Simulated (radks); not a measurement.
Gd3+, configuration [Xe] 4f6.5 6s0.5 (fractional occupations, a model configuration).

Calculated with a radial shooting solver on a logarithmic mesh with Libxc functionals: Dirac Kohn-Sham, PBE, spin-unpolarised, spherical densities, finite nucleus; open shells fill j = l - 1/2 first; Fermi nuclear charge, rms radius 5.1569 fm.

Energy parts (hartree):
total: -11277.6667
kinetic: 12296.6370
electron-nucleus: -27635.8376
Hartree: 4310.3975
exchange-correlation: -248.8636

Orbitals (lengths in bohr, moments of r in powers of bohr; r(max) is where P^2 peaks; r(90%) holds 90 % of the orbital's charge):
\begin{tabular}{lrrrrr}
orbital & occ. & eigenvalue (hartree) & r(90%) & <r^2> & r(max) \\ \hline
1s1/2 & 2 & -1840.126 & 0.0396 & 0.0006550 & 0.01392 \\
2s1/2 & 2 & -304.6179 & 0.144 & 0.01022 & 0.07917 \\
2p1/2 & 2 & -289.3219 & 0.128 & 0.007418 & 0.05981 \\
2p3/2 & 4 & -263.7514 & 0.137 & 0.008652 & 0.06564 \\
3s1/2 & 2 & -68.41111 & 0.358 & 0.06816 & 0.2245 \\
3p1/2 & 2 & -61.77828 & 0.351 & 0.06349 & 0.2117 \\
3p3/2 & 4 & -56.53334 & 0.369 & 0.07056 & 0.2240 \\
3d3/2 & 4 & -45.07366 & 0.341 & 0.05634 & 0.1780 \\
3d5/2 & 6 & -43.93111 & 0.347 & 0.05832 & 0.1815 \\
4s1/2 & 2 & -14.67650 & 0.794 & 0.3447 & 0.5159 \\
4p1/2 & 2 & -12.09231 & 0.821 & 0.3624 & 0.5202 \\
4p3/2 & 4 & -10.92272 & 0.863 & 0.4008 & 0.5463 \\
4d3/2 & 4 & -6.66254 & 0.944 & 0.4585 & 0.5538 \\
4d5/2 & 6 & -6.45060 & 0.959 & 0.4735 & 0.5623 \\
4f5/2 & 6 & -1.42953 & 1.39 & 0.8644 & 0.5614 \\
4f7/2 & 0.5 & -1.40054 & 1.41 & 0.8857 & 0.5661 \\
5s1/2 & 2 & -2.86528 & 1.88 & 1.928 & 1.189 \\
5p1/2 & 2 & -2.13364 & 2.10 & 2.372 & 1.287 \\
5p3/2 & 4 & -1.96094 & 2.22 & 2.645 & 1.358 \\
6s1/2 & 0.5 & -0.87365 & 4.35 & 10.50 & 2.839 \\
\end{tabular}

The highest occupied level is 6s1/2 at -23.773 eV. The density falls to 0.001 e/bohr^3 at r = 3.72 bohr. The electron density at the nucleus is 6.285e+05 e/bohr^3. Summed over all electrons, <r^2> = 38.94 bohr^2, which gives a Langevin (diamagnetic) susceptibility term of -30.8 x 10^-6 cm^3/mol.
